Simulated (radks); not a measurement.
Effect of the nuclear size on the selenium ion Se3+, [Ar] 3d10 4s2 4p1. Method: Dirac Kohn-Sham, BLYP, spin-unpolarised, spherical densities, finite nucleus; open shells are shared between the two j in proportion to 2j + 1; Fermi nuclear charge, rms radius 4.14 fm; computed with a radial shooting solver on a logarithmic mesh with Libxc functionals. The rms radius is varied about that value; shifts are against it.

rms radius (fm)  total energy shift (eV)  density at nucleus (e/bohr^3)  1s1/2 shift (meV)  2s1/2 shift (meV)  3p1/2 shift (meV)  4s1/2 shift (meV)
3.3948                            -0.153                      4.036e+04              -65.0              -6.46              0.109             -0.108
3.8295                           -0.0673                      4.001e+04              -28.6              -2.84              0.048             -0.047
4.14                                   0                      3.978e+04              0.000              0.000              0.000              0.000
4.3304                            0.0437                      3.966e+04               18.5               1.84             -0.031              0.031
4.7651                             0.150                      3.939e+04               63.7               6.33             -0.106              0.105

Slopes of the eigenvalues against <r^2> in GHz/fm^2, as finite differences over the two radii next to the reference (eigenvalue slopes, not the field-shift constants of lines): 1s1/2 2790, 2s1/2 277, 3p1/2 -4.65, 4s1/2 4.61.
